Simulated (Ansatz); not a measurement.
A run for Ansatz (a program for electronic structure): R-SVWN5/def2-TZVPP on CH4SSe (SMILES C[Se]S).

Ansatz 0.2 input:
```yaml
crystal:
  periodic: [false, false, false]
  atoms:
    - {symbol: C, position_ang: [-1.04548070, 0.00953037, 0.02168572]}
    - {symbol: Se, position_ang: [0.43932601, -0.93251965, -0.86120893]}
    - {symbol: S, position_ang: [2.10430838, -0.36072393, 0.47816095]}
    - {symbol: H, position_ang: [-1.11522635, -0.31177338, 1.05672687]}
    - {symbol: H, position_ang: [-1.94751744, -0.27462350, -0.52027058]}
    - {symbol: H, position_ang: [-0.89395553, 1.08322760, -0.04325712]}
    - {symbol: H, position_ang: [2.45854564, 0.78688250, -0.13183693]}
basis:
  gaussian:
    orbitals: def2-TZVPP
hamiltonian:
  xc: {name: SVWN5}
scf: {lower_state_search: off}
```

Output:

```
WARN ansatz: RAYON_NUM_THREADS=1 ignored (pool sized by the plan → 1); use --threads N
Functional definition: SVWN5
these checks for a lower state are left out or cut short: stability, starts, cluster_reference, orbital_swaps, neighbouring_geometries, increment
integrals: 0.09 GiB planned
1087 factors; their error is unknown
mean field: 0.64 GiB planned
mean field evaluation 1: about -77138.8493 eV, gradient 6.4e1 eV
mean field evaluation 2: about -77120.2928 eV, gradient 9.5e1 eV
mean field evaluation 4: about -77147.7518 eV, gradient 8.4e0 eV
mean field evaluation 8: about -77147.9400 eV, gradient 2.6e-1 eV
mean field evaluation 16: about -77147.9000 eV, gradient 2.7e-4 eV
mean field -77147.90000017 eV, -2835.1330322813 hartree, gradient 7.2e-6 eV, S^2 0.000000; 0 other end points of the search recorded, 0 dependent functions left out
reference -77147.90003195 eV, -2835.1330334492 hartree; 30, 30 occupied and 147, 147 virtual orbitals, 1087 factors
Total energy: -77147.90003195 eV, -2835.1330334492 hartree
Checks for a lower state left out: stability, starts, cluster_reference, orbital_swaps, neighbouring_geometries, increment
```

The run converged.

Cost: around 1.5 core-seconds (rough).
